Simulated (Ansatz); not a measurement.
Coupled-cluster diagnostics for Cs4Cl4, Ansatz.

Geometry of the singlet (PBE0-D4/def2-SVP):

```xyz
8

Cs    2.005    2.096    0.259
Cs    1.134   -2.253   -1.460
Cs   -0.832   -0.878    2.649
Cs   -2.307    1.035   -1.448
Cl   -1.912   -2.001   -0.246
Cl    2.201   -0.989    1.382
Cl   -1.082    2.151    1.392
Cl    0.793    0.839   -2.528
```

In the def2 sets Cs takes a core potential; there is no spin–orbit coupling. Correlated methods freeze 20 core orbitals; core or outer-core shells of Cs are correlated, in sets that lack core-valence functions. The structure comes from a short search, and lower isomers may exist.

**Question.** Estimate the CCSD(T) correlation energy, the shares of MP2 and (T), T1 and the reference's ⟨S²⟩ for: charge 0, singlet, own geometry in def2-SVP; and the rough time on 4 threads of Arm Neoverse N1 on a shared host.

**Answer.** 
| state | basis | correlation (eV) | MP2 share (%) | (T) share (%) | T1 | ⟨S²⟩ (pure) | wall time |
| --- | --- | --- | --- | --- | --- | --- | --- |
| charge 0, singlet, own geometry | def2-SVP | -21.469 | 90.6 | 1.7 | 0.009 | 0.00 (0.00) | 3.1 min |
Customary marks for T1 are 0.02 (closed shells), 0.045 (open shells) and about 0.05 (3d metals). T1 stays under 0.02 throughout.
